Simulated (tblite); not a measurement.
A geometry optimisation, step by step.

Compound: C4H4B2Cl2F2.
Atom-mapped SMILES: `[F:1][B:2]([B:3]([Cl:4])[Cl:5])[C:6]1=[CH:7][CH2:8][C@H:9]1[F:10]` (hydrogens: H11 on C7; H12, H13 on C8; H14 on C9)

Computed with GFN2-xTB (tblite), gas phase: L-BFGS steps from a force-field or distance-geometry start until the largest atomic force falls under 0.01 eV/Å. 9 of its 128 geometries are shown.

Step 0: E = -860.9564 eV, largest atomic force 4.877 eV/Å
```
atom  x, y, z in Å  |  force x, y, z in eV/Å
F1      1.450   -2.292   -0.431   -0.652   2.628   1.139
B2      1.278   -0.989    0.180   -0.234  -1.748  -0.767
B3      2.628   -0.252    0.851    1.311   0.593   0.442
Cl4     2.515    1.436    1.600    0.377  -1.786  -0.745
Cl5     4.250   -1.103    0.788   -1.480   1.099   0.241
C6     -0.142   -0.333    0.209   -0.008  -2.332  -1.310
C7     -1.384   -0.709   -0.287    1.460   0.219   0.510
C8     -1.994    0.549    0.242   -4.464  -1.169  -1.579
C9     -0.718    0.929    0.752    3.154   1.407   1.312
F10    -0.697    0.953    2.141    0.326   0.592  -0.334
H11    -1.760   -1.572   -0.833    0.206   0.477   0.212
H12    -2.766    0.334    1.024    0.319   0.486  -0.684
H13    -2.366    1.201   -0.576   -0.316  -0.254   0.611
H14    -0.293    1.846    0.278    0.001  -0.212   0.954
```

Step 16: E = -861.8856 eV, largest atomic force 0.066 eV/Å
```
atom  x, y, z in Å  |  force x, y, z in eV/Å
F1      1.367   -2.198   -0.399    0.014  -0.038  -0.004
B2      1.268   -1.011    0.190   -0.015   0.022   0.013
B3      2.654   -0.258    0.848    0.046   0.011   0.014
Cl4     2.594    1.321    1.543    0.004  -0.035  -0.041
Cl5     4.209   -1.005    0.840   -0.026  -0.006   0.009
C6     -0.140   -0.382    0.193   -0.020   0.009   0.008
C7     -1.358   -0.713   -0.292   -0.030  -0.025  -0.041
C8     -2.059    0.511    0.206    0.024  -0.018   0.000
C9     -0.673    0.924    0.761   -0.017   0.027   0.011
F10    -0.626    1.015    2.126   -0.010   0.036   0.054
H11    -1.721   -1.550   -0.859    0.013  -0.016  -0.040
H12    -2.807    0.341    0.979    0.027  -0.018   0.000
H13    -2.475    1.163   -0.561    0.002  -0.003   0.026
H14    -0.234    1.840    0.363   -0.012   0.055  -0.012
```

Step 32: E = -861.8947 eV, largest atomic force 0.058 eV/Å
```
atom  x, y, z in Å  |  force x, y, z in eV/Å
F1      1.335   -2.208   -0.360   -0.001  -0.014   0.000
B2      1.268   -1.008    0.210   -0.038   0.016  -0.005
B3      2.672   -0.278    0.844    0.027   0.014   0.009
Cl4     2.643    1.333    1.452    0.028   0.017  -0.006
Cl5     4.202   -1.071    0.884   -0.002   0.000   0.020
C6     -0.130   -0.355    0.207   -0.011   0.019  -0.008
C7     -1.329   -0.687   -0.324   -0.007  -0.019  -0.008
C8     -2.067    0.495    0.218   -0.011  -0.048  -0.030
C9     -0.692    0.941    0.776   -0.049  -0.010  -0.021
F10    -0.647    1.069    2.140    0.024  -0.011  -0.011
H11    -1.649   -1.505   -0.946   -0.017   0.031   0.011
H12    -2.791    0.256    0.996    0.030   0.009   0.015
H13    -2.533    1.157   -0.511    0.022   0.009   0.005
H14    -0.282    1.861    0.352    0.005  -0.011   0.030
```

Step 48: E = -861.8991 eV, largest atomic force 0.029 eV/Å
```
atom  x, y, z in Å  |  force x, y, z in eV/Å
F1      1.342   -2.208   -0.315   -0.015   0.008  -0.021
B2      1.272   -0.986    0.207   -0.029  -0.002  -0.003
B3      2.689   -0.267    0.839   -0.025  -0.005  -0.009
Cl4     2.727    1.376    1.353   -0.001   0.019  -0.012
Cl5     4.174   -1.131    0.976   -0.015   0.008   0.018
C6     -0.131   -0.337    0.176    0.002  -0.009   0.004
C7     -1.329   -0.673   -0.354    0.006  -0.002   0.003
C8     -2.080    0.483    0.226    0.010  -0.006   0.000
C9     -0.707    0.937    0.777    0.025  -0.011   0.004
F10    -0.640    1.035    2.142    0.000  -0.001   0.008
H11    -1.651   -1.471   -1.000    0.017   0.004   0.014
H12    -2.781    0.214    1.014    0.001  -0.014   0.006
H13    -2.571    1.155   -0.475    0.018   0.009  -0.010
H14    -0.314    1.872    0.371    0.005   0.004  -0.001
```

Step 64: E = -861.9243 eV, largest atomic force 0.081 eV/Å
```
atom  x, y, z in Å  |  force x, y, z in eV/Å
F1      1.354   -2.164   -0.511    0.063   0.050   0.006
B2      1.286   -0.988    0.108   -0.031   0.015   0.002
B3      2.657   -0.246    0.800    0.008  -0.018  -0.032
Cl4     2.804    1.476    0.792    0.025  -0.057   0.001
Cl5     3.943   -1.117    1.540   -0.020   0.034   0.018
C6     -0.117   -0.345    0.149   -0.043  -0.008   0.002
C7     -1.325   -0.660   -0.368   -0.052   0.021   0.012
C8     -2.059    0.480    0.264   -0.013   0.011   0.038
C9     -0.679    0.891    0.837   -0.032   0.001  -0.005
F10    -0.598    0.869    2.207   -0.025   0.005  -0.013
H11    -1.667   -1.444   -1.020    0.033   0.028  -0.015
H12    -2.773    0.191    1.032   -0.002  -0.021   0.029
H13    -2.533    1.193   -0.411    0.045  -0.017   0.008
H14    -0.294    1.863    0.519    0.043  -0.045  -0.051
```

Step 79: E = -861.9462 eV, largest atomic force 0.035 eV/Å
```
atom  x, y, z in Å  |  force x, y, z in eV/Å
F1      1.423   -2.085   -0.676   -0.016   0.001  -0.004
B2      1.296   -0.976    0.045   -0.003  -0.005  -0.001
B3      2.633   -0.220    0.774   -0.002   0.002   0.005
Cl4     3.071    1.391    0.321    0.001  -0.012   0.002
Cl5     3.569   -0.937    2.022    0.005  -0.001   0.016
C6     -0.128   -0.387    0.152    0.008   0.019  -0.028
C7     -1.340   -0.647   -0.386    0.006   0.008  -0.013
C8     -2.055    0.464    0.314    0.000  -0.007  -0.003
C9     -0.666    0.829    0.890    0.001   0.003  -0.005
F10    -0.574    0.788    2.258    0.006  -0.006   0.000
H11    -1.689   -1.368   -1.104    0.015  -0.021   0.013
H12    -2.764    0.141    1.075    0.002  -0.003   0.011
H13    -2.522    1.214   -0.322   -0.010   0.012   0.013
H14    -0.253    1.791    0.575   -0.014   0.009  -0.004
```

Step 95: E = -861.9498 eV, largest atomic force 0.040 eV/Å
```
atom  x, y, z in Å  |  force x, y, z in eV/Å
F1      1.424   -2.057   -0.717   -0.005  -0.007   0.001
B2      1.301   -0.961    0.024    0.003   0.024  -0.032
B3      2.630   -0.227    0.787    0.000  -0.010  -0.006
Cl4     3.212    1.293    0.202    0.005   0.008   0.007
Cl5     3.416   -0.857    2.177   -0.001  -0.007   0.013
C6     -0.118   -0.355    0.113    0.000  -0.012   0.008
C7     -1.334   -0.630   -0.409   -0.002  -0.010   0.005
C8     -2.060    0.448    0.333   -0.002  -0.009  -0.006
C9     -0.666    0.834    0.885   -0.002  -0.001  -0.005
F10    -0.538    0.764    2.249   -0.004   0.009   0.009
H11    -1.679   -1.352   -1.127    0.005   0.007   0.009
H12    -2.736    0.085    1.105    0.001   0.000   0.003
H13    -2.566    1.202   -0.267   -0.003   0.002   0.001
H14    -0.287    1.813    0.581    0.005   0.006  -0.007
```

Step 111: E = -861.9509 eV, largest atomic force 0.023 eV/Å
```
atom  x, y, z in Å  |  force x, y, z in eV/Å
F1      1.423   -2.040   -0.748    0.012  -0.011  -0.014
B2      1.309   -0.945   -0.005   -0.016   0.010  -0.002
B3      2.632   -0.226    0.779   -0.005   0.005   0.022
Cl4     3.286    1.266    0.200    0.006   0.001  -0.003
Cl5     3.315   -0.841    2.231    0.007  -0.009  -0.001
C6     -0.113   -0.347    0.103   -0.005   0.014  -0.002
C7     -1.331   -0.634   -0.406    0.003   0.000  -0.005
C8     -2.059    0.437    0.343    0.007  -0.008   0.005
C9     -0.663    0.839    0.878    0.000   0.000  -0.001
F10    -0.520    0.776    2.241   -0.002   0.009  -0.008
H11    -1.676   -1.361   -1.119   -0.002  -0.001   0.001
H12    -2.720    0.066    1.123   -0.009   0.006   0.010
H13    -2.583    1.187   -0.250    0.002  -0.009   0.000
H14    -0.298    1.821    0.566    0.002  -0.008  -0.002
```

Step 127: E = -861.9532 eV, largest atomic force 0.009 eV/Å
```
atom  x, y, z in Å  |  force x, y, z in eV/Å
F1      1.447   -1.960   -0.828   -0.001   0.002   0.001
B2      1.317   -0.902   -0.034   -0.001  -0.006  -0.002
B3      2.635   -0.243    0.812    0.000  -0.001   0.001
Cl4     3.324    1.268    0.341   -0.001   0.003   0.003
Cl5     3.299   -0.978    2.217    0.001   0.003   0.002
C6     -0.110   -0.320    0.084   -0.002  -0.003  -0.003
C7     -1.334   -0.661   -0.374   -0.001  -0.001   0.001
C8     -2.069    0.421    0.352   -0.001   0.005   0.004
C9     -0.670    0.880    0.831    0.002  -0.002  -0.001
F10    -0.489    0.872    2.190    0.008   0.002  -0.004
H11    -1.682   -1.432   -1.038    0.002   0.001  -0.003
H12    -2.699    0.068    1.167   -0.003  -0.003   0.001
H13    -2.628    1.130   -0.257   -0.006   0.003  -0.002
H14    -0.340    1.858    0.472    0.002  -0.003   0.001
```

Question: Summarise the path.

Answer: The energy falls by 0.9968 eV from step 0 to step 127; nine tenths of that is first reached at step 6. It rises by more than 0.2 meV at steps 57 and 60. The largest force goes from 4.877 to 0.009 eV/Å. Among the bonds B3–Cl4 changes most, from 1.851 to 1.727 Å; the atoms move by 0.658 Å rms after alignment.

What follows is the cost of the whole relaxation. On Arm Neoverse V2, one thread, shared host, this took 1.0 s.
